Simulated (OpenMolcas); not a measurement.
**How methods differ on CH7BGe (SMILES C[BH][GeH3])**

CH7BGe: 10 atoms, total charge 0, spin state singlet. As SMILES, `C[BH][GeH3]`. The shape is that of a PBE0-D4/def2-TZVP optimisation.

```xyz
10

C    -1.2113    0.8480   -0.5797
B    -0.0139   -0.1230   -0.7197
Ge    1.1113   -0.7846    0.8816
H    -1.9726    0.7485   -1.3570
H    -0.7473    1.8373   -0.7496
H    -1.6771    0.8987    0.4058
H     0.3260   -0.4817   -1.8130
H     0.9184   -2.3074    1.0483
H     0.7292   -0.1289    2.2240
H     2.6205   -0.5583    0.6621
```

Quantity: the vertical ionisation energy (to the doublet cation), in eV. The values are calculated.

| level | kind | program | value (eV) | CPU time (all runs) |
| --- | --- | --- | --- | --- |
| HF/def2-SVP | Hartree–Fock | OpenMolcas | 9.48 | 32 s |
| revPBE/def2-SVP | GGA | OpenMolcas | 9.68 | 2.2 min |
| M06-L/def2-SVP | meta-GGA | OpenMolcas | 9.79 | 3.2 min |
| TPSS/def2-SVP | meta-GGA | OpenMolcas | 9.80 | 3.2 min |
| r2SCAN/def2-SVP | meta-GGA | OpenMolcas | 9.84 | 3.1 min |
| B3LYP/def2-SVP | global hybrid | OpenMolcas | 9.97 | 2.1 min |
| BHLYP/def2-SVP | global hybrid | OpenMolcas | 10.07 | 2.2 min |
| M06-2X/def2-SVP | hybrid meta-GGA | OpenMolcas | 10.09 | 3.1 min |

All-electron rows without a relativistic Hamiltonian named are non-relativistic. The values span 9.48 to 10.09 eV. CPU times are rough (shared hosts, several kinds of processor and program).
